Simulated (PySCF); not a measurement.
How the method changes the constants of KSn⁺

State: ³Π (triplet), unpaired electrons σ ↑, π ↑. Set-up: K x2c-SVPall, Sn x2c-SVPall; spin-free X2C with a Gaussian nucleus (PySCF 2.14). De refers to K⁺ + Sn in their high-spin ground configurations, without counterpoise correction. The functionals are run spin-unrestricted. A positive dipole points towards Sn; it is taken about the centre of mass and depends on that origin.

```csv
Level,Re (Å),ωe (cm⁻¹),De (eV),μ (D)
UHF,4.041,63.7,0.308,-12.34
UHF-MP2,3.956,69.6,0.352,n/a
UHF-SCS-MP2,3.972,68.6,0.342,n/a
UHF-CCSD,3.966,69.3,0.347,n/a
UHF-CCSD(T),3.961,69.7,0.350,n/a
PBE,3.897,68.3,0.410,-11.12
PBEsol,3.856,69.4,0.413,-11.04
BLYP,3.951,65.3,0.401,-11.21
r²SCAN,3.920,66.7,0.295,-11.64
r²SCANh,3.911,67.2,0.300,-11.64
PBE0,3.885,68.9,0.377,-11.36
```

The bond length runs from 3.856 Å (PBEsol) to 4.041 Å (UHF). De spans 0.29 eV (r²SCAN, meta-GGA) to 0.41 eV (PBEsol, GGA). Correlation at CCSD(T) changes the Hartree–Fock bond energy by +0.04 eV; the triples alone change it by +0.00 eV.

Correlated steps freeze 23 core orbitals. The bond is weak. Basis-set superposition, not corrected here, can be much of De in a small basis, most of all at correlated wavefunction levels. These are scalar-relativistic numbers at best; spin–orbit coupling would shift them, the dissociation energy most. For an ion De counts to the pair picked by the measured ionisation energies or electron affinities, which need not be the lowest pair at this level. The state was picked by a PBE0 search and need not be the measured ground state.

The whole job (state search and all levels along the bond) took about 1.7 min on 1 thread of Intel Xeon 6975P-C (shared host), peak memory 0.81 GiB.
